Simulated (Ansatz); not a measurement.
Relaxation of `CCC(CC(C)c1ccc(OC(C)=O)cc1)c1ccc(OC(C)=O)cc1` with RKS r2SCAN-D4/def2-SVP.

```sh
$ ansatz run in.yaml --threads 2 --pin off --events-out ev --progress --plain --max-ram 32768MiB --backend cuda --devices 0, --max-vram 18GiB
```

```yaml
crystal:
  periodic: [false, false, false]
  atoms:
    - {symbol: C, position_ang: [2.102990, -3.906220, 1.002220]}
    - {symbol: C, position_ang: [1.013850, -2.890350, 1.322720]}
    - {symbol: C, position_ang: [0.874310, -1.826470, 0.221400]}
    - {symbol: C, position_ang: [-0.318610, -0.909270, 0.527690]}
    - {symbol: C, position_ang: [-0.723950, 0.017640, -0.632640]}
    - {symbol: C, position_ang: [0.120400, 1.291230, -0.712180]}
    - {symbol: C, position_ang: [-2.185950, 0.367080, -0.487010]}
    - {symbol: C, position_ang: [-2.643750, 1.101290, 0.602090]}
    - {symbol: C, position_ang: [-3.987490, 1.377340, 0.757710]}
    - {symbol: C, position_ang: [-4.899070, 0.918920, -0.183420]}
    - {symbol: O, position_ang: [-6.237820, 1.248500, 0.016320]}
    - {symbol: C, position_ang: [-7.200390, 0.328670, -0.162480]}
    - {symbol: C, position_ang: [-8.555060, 0.945390, 0.073640]}
    - {symbol: O, position_ang: [-7.006150, -0.817540, -0.461160]}
    - {symbol: C, position_ang: [-4.462130, 0.206980, -1.288270]}
    - {symbol: C, position_ang: [-3.112320, -0.065030, -1.425800]}
    - {symbol: C, position_ang: [2.161040, -1.058520, 0.069080]}
    - {symbol: C, position_ang: [2.904710, -1.143950, -1.102260]}
    - {symbol: C, position_ang: [4.076880, -0.428130, -1.257720]}
    - {symbol: C, position_ang: [4.523060, 0.385990, -0.227720]}
    - {symbol: O, position_ang: [5.719170, 1.072860, -0.419920]}
    - {symbol: C, position_ang: [5.811280, 2.370300, -0.081820]}
    - {symbol: C, position_ang: [7.213200, 2.867200, -0.318490]}
    - {symbol: O, position_ang: [4.904580, 3.032160, 0.342700]}
    - {symbol: C, position_ang: [3.812990, 0.462820, 0.960220]}
    - {symbol: C, position_ang: [2.642160, -0.257160, 1.098020]}
    - {symbol: H, position_ang: [3.072440, -3.419090, 0.924360]}
    - {symbol: H, position_ang: [2.158450, -4.662900, 1.781420]}
    - {symbol: H, position_ang: [1.893110, -4.403730, 0.057810]}
    - {symbol: H, position_ang: [1.239100, -2.404090, 2.273380]}
    - {symbol: H, position_ang: [0.059150, -3.409900, 1.432590]}
    - {symbol: H, position_ang: [0.669040, -2.349680, -0.719270]}
    - {symbol: H, position_ang: [-1.175530, -1.546310, 0.762810]}
    - {symbol: H, position_ang: [-0.104930, -0.311170, 1.413360]}
    - {symbol: H, position_ang: [-0.599660, -0.533700, -1.571400]}
    - {symbol: H, position_ang: [-0.283200, 1.952520, -1.476590]}
    - {symbol: H, position_ang: [1.150400, 1.059900, -0.966910]}
    - {symbol: H, position_ang: [0.115900, 1.825350, 0.234500]}
    - {symbol: H, position_ang: [-1.947040, 1.455260, 1.346030]}
    - {symbol: H, position_ang: [-4.345250, 1.940370, 1.605530]}
    - {symbol: H, position_ang: [-8.831600, 1.527290, -0.803910]}
    - {symbol: H, position_ang: [-8.520170, 1.611500, 0.931120]}
    - {symbol: H, position_ang: [-9.289350, 0.160340, 0.227560]}
    - {symbol: H, position_ang: [-5.167840, -0.142810, -2.024640]}
    - {symbol: H, position_ang: [-2.777840, -0.629910, -2.283940]}
    - {symbol: H, position_ang: [2.559700, -1.772520, -1.910480]}
    - {symbol: H, position_ang: [4.649470, -0.486640, -2.170060]}
    - {symbol: H, position_ang: [7.623570, 2.419180, -1.218610]}
    - {symbol: H, position_ang: [7.832390, 2.574600, 0.527890]}
    - {symbol: H, position_ang: [7.207700, 3.950120, -0.395530]}
    - {symbol: H, position_ang: [4.168020, 1.087480, 1.764100]}
    - {symbol: H, position_ang: [2.096070, -0.183210, 2.025950]}
basis:
  gaussian: {orbitals: def2-SVP, fitting: {mean_field: def2-universal-jkfit}}
hamiltonian: {xc: r2scan, dispersion: d4}
scf: {lower_state_search: "off"}
output: {orbitals: {seedname: orbitals}}
relax: {f_tol: 0.03, max_steps: 70}
```

It took 86 s on 2 threads of AMD EPYC 7R13 on a shared host and a share (18 GiB) of an NVIDIA H100 80GB HBM3.

Positions (Å) and forces (eV/Å) at steps 1, 2, 3, 4, 5 of 13:

```xyz
52
step=1 energy=-31387.0370 eV
C     2.103   -3.906    1.002   -0.381    0.309    0.278
C     1.014   -2.890    1.323    0.386   -0.233   -0.599
C     0.874   -1.826    0.221   -0.112    0.206    0.712
C    -0.319   -0.909    0.528    0.181   -0.260   -0.733
C    -0.724    0.018   -0.633   -0.073    0.364    0.483
C     0.120    1.291   -0.712   -0.155   -0.392   -0.228
C    -2.186    0.367   -0.487    0.537   -0.169   -0.223
C    -2.644    1.101    0.602    0.077    0.009    0.013
C    -3.987    1.377    0.758   -0.348    0.054    0.067
C    -4.899    0.919   -0.183   -0.307    0.066    0.086
O    -6.238    1.248    0.016    0.682    0.575    0.050
C    -7.200    0.329   -0.162   -0.845   -0.280    0.122
C    -8.555    0.945    0.074    0.450   -0.248   -0.006
O    -7.006   -0.818   -0.461    0.123   -0.340   -0.134
C    -4.462    0.207   -1.288   -0.303   -0.021   -0.125
C    -3.112   -0.065   -1.426   -0.044    0.005   -0.060
C     2.161   -1.059    0.069   -0.409   -0.357   -0.215
C     2.905   -1.144   -1.102   -0.044   -0.058    0.013
C     4.077   -0.428   -1.258    0.327    0.233   -0.053
C     4.523    0.386   -0.228    0.283    0.197   -0.129
O     5.719    1.073   -0.420   -0.152   -0.914   -0.164
C     5.811    2.370   -0.082    0.436    0.816   -0.048
C     7.213    2.867   -0.318   -0.490   -0.137   -0.007
O     4.905    3.032    0.343   -0.312    0.145    0.165
C     3.813    0.463    0.960    0.174    0.155    0.173
C     2.642   -0.257    1.098    0.041   -0.033    0.049
H     3.072   -3.419    0.924    0.448    0.130   -0.049
H     2.158   -4.663    1.781    0.095   -0.367    0.289
H     1.893   -4.404    0.058   -0.036   -0.262   -0.433
H     1.239   -2.404    2.273   -0.027    0.218    0.410
H     0.059   -3.410    1.433   -0.378   -0.107    0.119
H     0.669   -2.350   -0.719   -0.057   -0.135   -0.303
H    -1.176   -1.546    0.763   -0.232   -0.210    0.157
H    -0.105   -0.311    1.413    0.016    0.221    0.456
H    -0.600   -0.534   -1.571   -0.028   -0.190   -0.260
H    -0.283    1.953   -1.477   -0.115    0.319   -0.307
H     1.150    1.060   -0.967    0.452    0.010   -0.069
H     0.116    1.825    0.234    0.020    0.256    0.435
H    -1.947    1.455    1.346    0.362    0.196    0.386
H    -4.345    1.940    1.606   -0.202    0.272    0.412
H    -8.832    1.527   -0.804   -0.134    0.287   -0.318
H    -8.520    1.611    0.931   -0.028    0.324    0.293
H    -9.289    0.160    0.228   -0.231   -0.283    0.015
H    -5.168   -0.143   -2.025   -0.302   -0.159   -0.305
H    -2.778   -0.630   -2.284    0.176   -0.273   -0.411
H     2.560   -1.773   -1.910   -0.192   -0.307   -0.378
H     4.649   -0.487   -2.170    0.298   -0.008   -0.442
H     7.624    2.419   -1.219    0.245   -0.190   -0.316
H     7.832    2.575    0.528    0.301   -0.135    0.305
H     7.208    3.950   -0.396   -0.027    0.377    0.015
H     4.168    1.087    1.764    0.140    0.279    0.343
H     2.096   -0.183    2.026   -0.288    0.044    0.472
52
step=2 energy=-31387.2090 eV
C     2.118   -3.955    1.031   -0.167    0.211    0.010
C     1.027   -2.926    1.320    0.096   -0.022   -0.090
C     0.893   -1.836    0.238   -0.012   -0.011   -0.001
C    -0.319   -0.929    0.515    0.086   -0.011   -0.068
C    -0.734    0.031   -0.624    0.086    0.009   -0.020
C     0.121    1.303   -0.724   -0.076   -0.159    0.007
C    -2.203    0.376   -0.491    0.174   -0.048    0.019
C    -2.671    1.110    0.607    0.001    0.012    0.006
C    -4.027    1.378    0.765   -0.081    0.034    0.041
C    -4.936    0.915   -0.184   -0.120    0.025    0.045
O    -6.272    1.252    0.016    0.380    0.250    0.063
C    -7.248    0.328   -0.145   -0.477   -0.245   -0.214
C    -8.597    0.962    0.072    0.185   -0.130    0.080
O    -7.059   -0.820   -0.456    0.056    0.014    0.071
C    -4.498    0.203   -1.297   -0.081   -0.016   -0.062
C    -3.136   -0.060   -1.437   -0.023   -0.009    0.003
C     2.185   -1.068    0.075   -0.094   -0.113   -0.049
C     2.929   -1.141   -1.108   -0.029    0.000    0.003
C     4.102   -0.407   -1.270    0.076    0.058   -0.027
C     4.547    0.408   -0.232    0.125    0.058   -0.045
O     5.744    1.090   -0.431   -0.129   -0.440   -0.122
C     5.842    2.403   -0.110    0.197    0.477    0.285
C     7.252    2.882   -0.330   -0.226   -0.023   -0.093
O     4.940    3.066    0.330   -0.035   -0.043   -0.084
C     3.845    0.473    0.970    0.037    0.067    0.081
C     2.675   -0.265    1.113    0.029    0.041   -0.001
H     3.106   -3.481    0.974    0.124    0.031   -0.011
H     2.155   -4.724    1.813    0.000   -0.079    0.082
H     1.932   -4.459    0.072    0.007   -0.081   -0.117
H     1.223   -2.440    2.289   -0.015    0.048    0.146
H     0.056   -3.435    1.419   -0.112   -0.034    0.035
H     0.696   -2.354   -0.716   -0.007   -0.055   -0.132
H    -1.174   -1.586    0.738   -0.081   -0.053    0.022
H    -0.135   -0.344    1.431   -0.027    0.065    0.172
H    -0.621   -0.523   -1.571   -0.013   -0.072   -0.110
H    -0.277    1.970   -1.499   -0.044    0.069   -0.078
H     1.164    1.076   -0.971    0.124   -0.018   -0.008
H     0.118    1.852    0.227    0.015    0.100    0.130
H    -1.969    1.475    1.358    0.097    0.042    0.101
H    -4.394    1.944    1.621   -0.062    0.063    0.092
H    -8.858    1.558   -0.813   -0.014    0.079   -0.083
H    -8.572    1.637    0.935   -0.026    0.095    0.071
H    -9.345    0.177    0.210   -0.070   -0.056    0.000
H    -5.209   -0.157   -2.037   -0.075   -0.036   -0.074
H    -2.794   -0.629   -2.303    0.054   -0.071   -0.106
H     2.576   -1.770   -1.926   -0.056   -0.086   -0.093
H     4.677   -0.454   -2.194    0.073    0.007   -0.099
H     7.677    2.439   -1.236    0.085   -0.043   -0.078
H     7.870    2.567    0.522    0.065   -0.053    0.079
H     7.257    3.974   -0.387    0.012    0.090    0.007
H     4.199    1.108    1.779    0.044    0.069    0.085
H     2.123   -0.192    2.051   -0.076   -0.007    0.128
52
step=3 energy=-31387.2277 eV
C     2.119   -3.948    1.039   -0.009   -0.003    0.022
C     1.022   -2.926    1.318    0.059   -0.022   -0.014
C     0.899   -1.840    0.231   -0.035   -0.019    0.017
C    -0.323   -0.947    0.514    0.006    0.034   -0.021
C    -0.735    0.017   -0.624    0.016   -0.003    0.004
C     0.125    1.287   -0.712   -0.013    0.012   -0.001
C    -2.207    0.359   -0.487   -0.024    0.042    0.015
C    -2.680    1.096    0.614   -0.020   -0.010   -0.004
C    -4.041    1.368    0.768    0.038   -0.005    0.008
C    -4.948    0.907   -0.188   -0.038    0.024   -0.019
O    -6.280    1.259    0.001    0.120    0.068   -0.057
C    -7.274    0.340   -0.169   -0.151   -0.233    0.221
C    -8.612    0.981    0.076    0.031    0.028   -0.082
O    -7.090   -0.815   -0.454    0.025    0.133   -0.058
C    -4.509    0.191   -1.303    0.029   -0.023   -0.002
C    -3.143   -0.077   -1.437   -0.022    0.006    0.009
C     2.191   -1.065    0.071    0.021    0.023    0.006
C     2.934   -1.124   -1.117    0.004    0.001    0.007
C     4.109   -0.383   -1.276   -0.025   -0.016    0.001
C     4.556    0.422   -0.228    0.041    0.017    0.007
O     5.759    1.093   -0.421   -0.041   -0.145    0.050
C     5.872    2.412   -0.090   -0.062    0.318   -0.208
C     7.275    2.888   -0.344    0.000   -0.055    0.084
O     4.965    3.087    0.324    0.076   -0.130    0.050
C     3.853    0.482    0.979   -0.040   -0.017    0.014
C     2.681   -0.262    1.116    0.040   -0.003    0.011
H     3.114   -3.473    0.998   -0.040   -0.011    0.004
H     2.148   -4.723    1.823    0.009    0.012   -0.025
H     1.953   -4.456    0.073    0.005    0.023    0.041
H     1.197   -2.439    2.296   -0.004   -0.017   -0.042
H     0.045   -3.438    1.406    0.033    0.009   -0.007
H     0.709   -2.359   -0.731    0.003    0.009    0.034
H    -1.177   -1.619    0.718    0.026    0.013   -0.014
H    -0.164   -0.374    1.448   -0.006   -0.032   -0.056
H    -0.625   -0.537   -1.576   -0.003    0.014    0.026
H    -0.263    1.957   -1.496    0.011   -0.016    0.024
H     1.176    1.060   -0.945   -0.050    0.006    0.010
H     0.112    1.843    0.241   -0.004   -0.021   -0.033
H    -1.977    1.460    1.371   -0.025   -0.014   -0.030
H    -4.414    1.937    1.625    0.007   -0.024   -0.037
H    -8.883    1.581   -0.808   -0.019    0.005    0.032
H    -8.575    1.663    0.937    0.017   -0.029   -0.032
H    -9.367    0.199    0.224    0.024    0.027   -0.015
H    -5.222   -0.166   -2.049    0.021    0.014    0.023
H    -2.797   -0.646   -2.308   -0.006    0.016    0.032
H     2.580   -1.753   -1.942    0.006    0.026    0.028
H     4.688   -0.422   -2.204   -0.019    0.008    0.040
H     7.695    2.432   -1.252   -0.033    0.008    0.034
H     7.908    2.581    0.505    0.019    0.014   -0.035
H     7.281    3.983   -0.412   -0.002   -0.038    0.013
H     4.211    1.113    1.795   -0.006   -0.020   -0.028
H     2.131   -0.203    2.062    0.008    0.001   -0.045
52
step=4 energy=-31387.2183 eV rejected
C     2.131   -3.930    1.074    0.038   -0.038    0.008
C     1.019   -2.921    1.316    0.001    0.025   -0.028
C     0.905   -1.848    0.216    0.028    0.015    0.006
C    -0.327   -0.963    0.478    0.002   -0.018   -0.043
C    -0.735    0.017   -0.644   -0.053   -0.034   -0.039
C     0.117    1.291   -0.703    0.010    0.042   -0.005
C    -2.209    0.351   -0.497    0.021   -0.029    0.023
C    -2.680    1.067    0.616   -0.003    0.032   -0.019
C    -4.038    1.348    0.772    0.003    0.012    0.007
C    -4.950    0.902   -0.187    0.029   -0.046   -0.008
O    -6.276    1.261    0.000   -0.071    0.196    0.025
C    -7.282    0.341   -0.163    0.429    0.336    0.197
C    -8.603    1.002    0.077   -0.174   -0.054   -0.034
O    -7.073   -0.803   -0.445   -0.249   -0.439   -0.128
C    -4.514    0.181   -1.300    0.014   -0.015   -0.003
C    -3.150   -0.086   -1.441    0.017    0.027   -0.036
C     2.194   -1.067    0.066   -0.023    0.007   -0.005
C     2.936   -1.115   -1.122    0.022   -0.011    0.015
C     4.111   -0.374   -1.275   -0.008   -0.031   -0.011
C     4.560    0.424   -0.222   -0.022    0.039    0.025
O     5.758    1.096   -0.410    0.161   -0.113   -0.026
C     5.869    2.427   -0.087   -0.093   -0.553   -0.284
C     7.268    2.887   -0.351    0.091    0.170    0.053
O     4.948    3.067    0.328   -0.142    0.497    0.219
C     3.851    0.477    0.983    0.003    0.023    0.004
C     2.681   -0.269    1.114    0.002   -0.010    0.028
H     3.120   -3.443    1.056    0.003    0.000   -0.008
H     2.152   -4.699    1.862   -0.001   -0.006    0.005
H     1.997   -4.446    0.108    0.005    0.004    0.003
H     1.168   -2.419    2.290   -0.015   -0.015   -0.002
H     0.047   -3.442    1.387    0.011   -0.002    0.020
H     0.736   -2.378   -0.742   -0.030    0.012    0.009
H    -1.175   -1.647    0.659   -0.006    0.029    0.010
H    -0.188   -0.397    1.419    0.001   -0.030    0.014
H    -0.626   -0.511   -1.611    0.017   -0.020    0.049
H    -0.272    1.975   -1.475    0.005    0.002    0.033
H     1.171    1.080   -0.935   -0.026   -0.026   -0.002
H     0.099    1.824    0.262   -0.015    0.007   -0.027
H    -1.975    1.410    1.379   -0.007    0.034   -0.009
H    -4.402    1.917    1.632   -0.021   -0.029   -0.015
H    -8.861    1.627   -0.793    0.020    0.011   -0.019
H    -8.556    1.669    0.950    0.010   -0.047   -0.014
H    -9.376    0.235    0.203    0.003    0.028    0.016
H    -5.230   -0.183   -2.039    0.008    0.028   -0.007
H    -2.809   -0.653   -2.314    0.002    0.003    0.015
H     2.582   -1.739   -1.949   -0.001    0.003   -0.013
H     4.687   -0.414   -2.203    0.009    0.034    0.028
H     7.662    2.442   -1.275   -0.034    0.022    0.008
H     7.919    2.555    0.473    0.000   -0.027    0.022
H     7.290    3.983   -0.395    0.009   -0.025   -0.016
H     4.203    1.109    1.801    0.006   -0.034   -0.018
H     2.126   -0.219    2.058    0.015    0.016   -0.020
52
step=5 energy=-31387.2348 eV
C     2.130   -3.941    1.051    0.012   -0.014    0.009
C     1.026   -2.926    1.317    0.009   -0.009   -0.007
C     0.902   -1.844    0.226   -0.006    0.004    0.020
C    -0.324   -0.954    0.503   -0.008    0.001   -0.011
C    -0.737    0.013   -0.630   -0.009    0.015    0.018
C     0.117    1.286   -0.709    0.011    0.010   -0.013
C    -2.209    0.356   -0.489   -0.015    0.008   -0.005
C    -2.681    1.091    0.612   -0.002   -0.002    0.000
C    -4.040    1.364    0.768    0.032   -0.008    0.001
C    -4.950    0.906   -0.187   -0.010   -0.006    0.002
O    -6.279    1.259    0.005   -0.024    0.007    0.012
C    -7.278    0.336   -0.150    0.036   -0.020   -0.095
C    -8.611    0.990    0.072   -0.007   -0.009    0.020
O    -7.091   -0.814   -0.447   -0.024    0.031    0.045
C    -4.512    0.188   -1.302    0.008    0.001    0.000
C    -3.147   -0.080   -1.437   -0.010   -0.004    0.005
C     2.192   -1.066    0.071    0.010    0.011    0.004
C     2.934   -1.121   -1.117    0.006    0.003   -0.006
C     4.109   -0.381   -1.275   -0.031   -0.015   -0.004
C     4.558    0.422   -0.227    0.002    0.013   -0.006
O     5.757    1.093   -0.423    0.026    0.013   -0.009
C     5.866    2.422   -0.107   -0.045   -0.020    0.104
C     7.274    2.887   -0.344   -0.004    0.019   -0.023
O     4.960    3.085    0.324    0.045   -0.005   -0.053
C     3.855    0.480    0.981   -0.006   -0.014    0.002
C     2.683   -0.265    1.117    0.000    0.001   -0.001
H     3.121   -3.461    1.015   -0.013   -0.004    0.002
H     2.157   -4.714    1.835    0.005    0.006   -0.009
H     1.974   -4.452    0.084    0.003    0.010    0.015
H     1.192   -2.434    2.295   -0.001   -0.004   -0.020
H     0.053   -3.443    1.401    0.013    0.002   -0.002
H     0.717   -2.365   -0.734    0.002    0.006    0.018
H    -1.176   -1.629    0.699    0.010    0.002   -0.002
H    -0.172   -0.385    1.440    0.001   -0.012   -0.024
H    -0.627   -0.535   -1.585   -0.001    0.010    0.017
H    -0.271    1.960   -1.490    0.005   -0.005    0.010
H     1.168    1.064   -0.941   -0.017    0.006    0.003
H     0.101    1.837    0.246   -0.006   -0.015   -0.016
H    -1.977    1.454    1.368   -0.011   -0.006   -0.009
H    -4.412    1.932    1.626   -0.002   -0.007   -0.016
H    -8.863    1.604   -0.808    0.022   -0.008    0.016
H    -8.578    1.663    0.941   -0.008   -0.008   -0.006
H    -9.379    0.217    0.201    0.013    0.019   -0.001
H    -5.225   -0.167   -2.047    0.004    0.003    0.009
H    -2.802   -0.650   -2.307   -0.003    0.007    0.013
H     2.578   -1.746   -1.944    0.005    0.008    0.011
H     4.685   -0.417   -2.203   -0.001    0.007    0.017
H     7.687    2.444   -1.261   -0.001    0.012    0.007
H     7.906    2.556    0.496   -0.023   -0.008   -0.017
H     7.293    3.983   -0.390    0.003   -0.023   -0.001
H     4.213    1.108    1.798   -0.003   -0.005   -0.012
H     2.131   -0.206    2.060    0.007   -0.002   -0.015
```

Single mean-field runs in def2-SVP are fitted with def2-universal-jkfit.
